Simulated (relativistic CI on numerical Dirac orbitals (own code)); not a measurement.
# Sensitivity of the levels of Ba⁺ to α and to the nuclear radius

These numbers are calculated, not measured: Dirac-Coulomb-Breit CI, separate exchange-only KLI orbitals for each configuration, valence Slater integrals scaled by 0.85, P86 correlation energy added to each configuration, derivatives by finite differences, QED left out (own radial code, finite nucleus).

Configurations in the expansion (outside the closed core [Xe]): 6s, 5d, 6p, 7s, 6d, 4f, 7p, 6f. Levels of other configurations are missing.

With x = (α/α₀)² − 1 an excitation energy changes as ω = ω₀ + qx; K = 2q/ω₀ is the relative enhancement. Terms are leading LS components, so labels can repeat. The field-shift factor is F = δν/δ⟨r²⟩ for the transition from the lowest level.

Lowest level 6s ²S1/2.

```csv
Level,ω₀ (cm⁻¹),q (cm⁻¹),K,F (GHz/fm²)
5d ²D3/2,4031.2,6162,3.06,-5.08
5d ²D5/2,4505.7,6467,2.87,-5.01
6p ²P°1/2,19041.7,1581,0.166,-3.83
6p ²P°3/2,20402.3,3084,0.302,-3.89
7s ²S1/2,40364.2,1962,0.0972,-2.47
6d ²D3/2,43533.5,3361,0.154,-3.95
6d ²D5/2,43714.5,3521,0.161,-3.94
7p ²P°1/2,47555.5,2437,0.102,-3.74
7p ²P°3/2,48053.4,2983,0.124,-3.76
4f ²F°7/2,53094.3,2225,0.0838,-3.62
4f ²F°5/2,53219.3,1987,0.0747,-3.52
6f ²F°7/2,68785.1,2657,0.0773,-3.71
6f ²F°5/2,69178.4,3105,0.0898,-3.73
```

For a near-neutral ion this model can misplace configurations by up to about 10,000 cm⁻¹ (more where the count of f electrons changes) and terms by 10 to 25 % of their spread. Rates follow the energies as ν³ (E1, M1) or ν⁵ (E2), so they and the lifetimes can be off by large factors. The fine structure of a lone outer electron comes out too small, for d and f at times inverted, and misplaced configurations move strength between like terms.
